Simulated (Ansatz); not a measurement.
System: BeO (charge 0, singlet). SMILES: [Be]=[O]
Geometry: optimised at B3LYP-D3(BJ)/def2-TZVP (Ansatz, a program for electronic structure).

Property: atomisation energy, in kcal/mol. Terms: UHF or UKS for open shells; atomisation electronic, to ground-state atoms; non-relativistic; LANL2DZ all-electron up to Ne; 6-31G* and kin with 6d, 5d where marked; 6-311+G** with 5d; spin-orbit terms left out. Ab initio and DFT rows: single points at B3LYP-D3(BJ) geometries (Ansatz).

```json
[
 {"level": "PBE/STO-3G", "program": "Ansatz", "atomisation energy (kcal/mol)": "130.9"},
 {"level": "PBE/3-21G", "program": "Ansatz", "atomisation energy (kcal/mol)": "116.7"},
 {"level": "PBE/LANL2DZ", "program": "Ansatz", "atomisation energy (kcal/mol)": "102.9"},
 {"level": "PBE/6-31G*", "program": "Ansatz", "atomisation energy (kcal/mol)": "118.6"},
 {"level": "PBE/def2-SVP", "program": "Ansatz", "atomisation energy (kcal/mol)": "116.0"},
 {"level": "PBE/6-311+G**", "program": "Ansatz", "atomisation energy (kcal/mol)": "119.0"},
 {"level": "PBE/def2-TZVPD", "program": "Ansatz", "atomisation energy (kcal/mol)": "118.6"}
]
```

No value to compare with is used here. The 6 habitual levels span 102.9 (PBE/LANL2DZ) to 130.9 kcal/mol (PBE/STO-3G); PBE/def2-TZVPD gives 118.6.

The sets are all those run for this method; runs whose electronic state is in doubt are left out.
